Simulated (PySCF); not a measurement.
Geometry:
```json
{"atom": "Si1", "x (Å)": "0.015", "y (Å)": "-0.007", "z (Å)": "-0.575"}
{"atom": "N2", "x (Å)": "0.064", "y (Å)": "0.088", "z (Å)": "1.114"}
{"atom": "H3", "x (Å)": "0.740", "y (Å)": "-0.448", "z (Å)": "1.646"}
{"atom": "H4", "x (Å)": "-0.751", "y (Å)": "0.354", "z (Å)": "1.654"}
{"atom": "Cl5", "x (Å)": "1.939", "y (Å)": "-0.039", "z (Å)": "-1.266"}
{"atom": "Cl6", "x (Å)": "-0.994", "y (Å)": "1.619", "z (Å)": "-1.298"}
{"atom": "Cl7", "x (Å)": "-0.920", "y (Å)": "-1.670", "z (Å)": "-1.343"}
```

Equivalent nuclei averaged, single conformer, non-relativistic Hamiltonian, gas phase. KT2/pcSseg-1 with gauge-including orbitals; geometry: PBE0-D3(BJ)/def2-SVP; PySCF.

Scale: 1H (σref 31.18), 29Si (σref 361.05) against TMS; NH3 for 15N (σref 264.30); 35Cl (σref 942.74) against HCl (reference shieldings calculated alike).

| atoms | nucleus | count | δ (ppm) |
| --- | --- | --- | --- |
| Si1 | 29Si | 1 | -0.1 |
| H3/H4 | 1H | 2 | ? |
| Cl5/Cl6/Cl7 | 35Cl | 3 | 171 |
| N2 | 15N | 1 | ? |

Q: Complete the table.

A: 
- H3/H4: 1.68 ppm, hydrogen on a nitrogen bonded to Si
- N2: 57.9 ppm, nitrogen bonded to Si, 2 H

The OH or NH signal is concentration- and solvent-dependent in practice; the value given is the gas-phase one. The averaged Cl atoms aren't alike in the static structure (σ from 732 to 793 ppm); the average presumes fast exchange among these sites. Experimental scales use liquid or dissolved standards, which lie at an offset from isolated NH3 (liquid NH3: subtract about 20 ppm).
